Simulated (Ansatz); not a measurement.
Geometry optimisation, RKS BLYP-D4/def2-SVP (Ansatz).

The input (input.yaml):

```yaml
crystal:
  periodic: [false, false, false]
  atoms:
    - { symbol: Zn, position_ang: [0.0, 0.0, 0.0] }
    - { symbol: O, position_ang: [0.0, 0.0, 2.14] }
    - { symbol: H, position_ang: [-0.9095, -0.2814, 2.4771] }
    - { symbol: O, position_ang: [0.0, 0.0, -1.79] }
    - { symbol: H, position_ang: [0.2547, -0.9174, -2.1271] }
    - { symbol: Cl, position_ang: [2.3226, -0.6446, 0.8009] }
    - { symbol: H, position_ang: [1.2222, -0.3392, 1.9489] }
basis:
  gaussian: { orbitals: def2-SVP }
hamiltonian:
  xc: blyp
  dispersion: d4
relax:
  f_tol: 0.15
  max_steps: 25
  restrain:
    - { distance: [0, 5], at: 3.44, k: 30.0 }
    - { distance: [6, 1], at: 2.21, k: 30.0 }
    - { distance: [0, 1], at: 1.79, k: 30.0 }
    - { distance: [6, 5], at: 1.37, k: 30.0 }
output:
  orbitals: {}
```

Command:

```bash
$ ansatz run input.yaml --threads 2 --pin off --max-ram 3072MiB --backend cpu --events-out ev --progress --plain --runs-dir out
```

**Question.** Where does it end, and by what steps?

**Answer.** The forces met the threshold. The restraints hold the end off the free minimum; the threshold counts their pulls, which the force column leaves out. Restrained pairs: Zn1–Cl6 (2.54 → 3.44 Å), O2–H7 (1.28 → 2.20 Å), Zn1–O2 (2.14 → 1.80 Å), Cl6–H7 (1.62 → 1.34 Å). After 12 steps the energy has fallen by 0.372 eV (the restraints' own energy left out); Cl6 moved furthest, 0.68 Å.

| step | energy less start (eV) | largest force component (eV/Å) | accepted |
| --- | --- | --- | --- |
| 0 | 0.0000 | 1.920 | yes |
| 1 | -0.0814 | 2.181 | yes |
| 2 | -0.1872 | 1.621 | yes |
| 3 | -0.2192 | 0.774 | yes |
| 4 | -0.3272 | 0.708 | yes |
| 5 | -0.3633 | 0.691 | yes |
| 6 | -0.3647 | 0.689 | yes |
| 7 | -0.2674 | 1.762 | no |
| 8 | -0.3673 | 0.679 | yes |
| 9 | -0.3719 | 0.654 | yes |
| 10 | -0.2735 | 2.033 | no |
| 11 | -0.3711 | 0.655 | no |
| 12 | -0.3722 | 0.659 | yes |

```xyz
7
Properties=species:S:1:pos:R:3
Zn -0.340 -0.030 0.033
O -0.346 0.316 1.798
H -0.847 -0.355 2.307
O -0.435 -0.182 -1.744
H 0.378 -0.601 -2.092
Cl 2.744 -0.953 1.234
H 1.737 -0.378 1.915
```

The run took 7.6 s on 2 threads of AMD EPYC 9R45 96-Core Processor (Zen 5), on a shared host, peak memory 0.16 GiB.
